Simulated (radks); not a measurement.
All-electron atom: Hg29+ in [Kr] 4d10 4f5. Calculated with a radial shooting solver on a logarithmic mesh with Libxc functionals: Dirac Kohn-Sham, PBE, spin-unpolarised, spherical densities, point nucleus; open shells fill j = l - 1/2 first.

Normalised radial functions P(r) = r R(r) (large component), r in bohr:

r,4p1/2,4d3/2
0.001362,0.0351,0.0002
0.001547,0.0401,0.0002
0.001773,0.0464,0.0003
0.002015,0.0534,0.0004
0.00229,0.0616,0.0005
0.002603,0.0712,0.0007
0.002958,0.0824,0.0009
0.003362,0.0957,0.0012
0.003852,0.1123,0.0017
0.004378,0.1307,0.0023
0.004976,0.1522,0.0031
0.005656,0.1774,0.0043
0.006428,0.2066,0.0058
0.007364,0.2426,0.0081
0.00837,0.2817,0.0111
0.009513,0.3260,0.0152
0.01081,0.3756,0.0208
0.01229,0.4304,0.0283
0.01408,0.4935,0.0392
0.016,0.5559,0.0531
0.01819,0.6191,0.0716
0.02067,0.6796,0.0960
0.02349,0.7328,0.1278
0.02691,0.7746,0.1717
0.03059,0.7921,0.2243
0.03477,0.7797,0.2897
0.03951,0.7283,0.3693
0.04491,0.6294,0.4633
0.05104,0.4770,0.5708
0.05848,0.2548,0.6959
0.06646,-0.0050,0.8172
0.07554,-0.2982,0.9314
0.08585,-0.5983,1.0239
0.09758,-0.8684,1.0765
0.1118,-1.0721,1.0657
0.1271,-1.1374,0.9716
0.1444,-1.0421,0.7806
0.1641,-0.7695,0.4878
0.1865,-0.3329,0.1032
0.2137,0.2561,-0.3741
0.2429,0.8444,-0.8394
0.2761,1.3678,-1.2615
0.3138,1.7376,-1.5820
0.3566,1.8954,-1.7545
0.4086,1.8204,-1.7533
0.4643,1.5648,-1.5918
0.5278,1.2078,-1.3180
0.5998,0.8341,-0.9916
0.6817,0.5117,-0.6733
0.7748,0.2760,-0.4086
0.8877,0.1225,-0.2095
1.009,0.0483,-0.0964
1.147,0.0158,-0.0377
1.303,0.0042,-0.0123
1.481,0.0009,-0.0032
1.697,0.0001,-0.0006
1.929,0.0000,-0.0001
2.192,0.0000,0.0000

4p1/2: eigenvalue -1572.6 eV, 2 radial nodes at r = 0.0663, 0.202 bohr, <r> = 0.383 bohr, 90 % of the charge inside 0.552 bohr. 4d3/2: eigenvalue -1265.8 eV, 1 radial node at r = 0.192 bohr, <r> = 0.407 bohr, 90 % of the charge inside 0.597 bohr.
